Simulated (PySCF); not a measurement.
CH4BrGaO, SMILES C[O][GaH][Br]. Atoms are numbered in the order given.

```xyz
8

Ga     0.8409     0.4943     0.0000
H      2.3847     0.5505     0.0000
Br    -0.3671    -1.4536     0.0000
O     -0.1103     1.9843     0.0000
C     -1.5042     2.1085     0.0000
H     -1.8336     2.6710     0.8911
H     -1.8336     2.6710    -0.8911
H     -2.0283     1.1353     0.0000
```

Geometry: PBE0-D3(BJ)/def2-SVP. One conformer was computed; it need not be the lowest.

Method: CAM-B3LYP/def2-TZVP (PySCF).

Atomic charges (e):

```
atom    IAO  Mulliken
----  -----  --------
Ga1    0.77         ?
H2    -0.12     -0.03
Br3   -0.27         ?
O4    -0.60     -0.37
C5    -0.18         ?
H6     0.14      0.12
H7     0.14      0.12
H8     0.12      0.12
```

Task: What belongs in the gaps? (An estimate is asked for; the answer gives what the named calculation found.)

Result: 
- Ga1, Mulliken: 0.50
- Br3, Mulliken: -0.27
- C5, Mulliken: -0.18
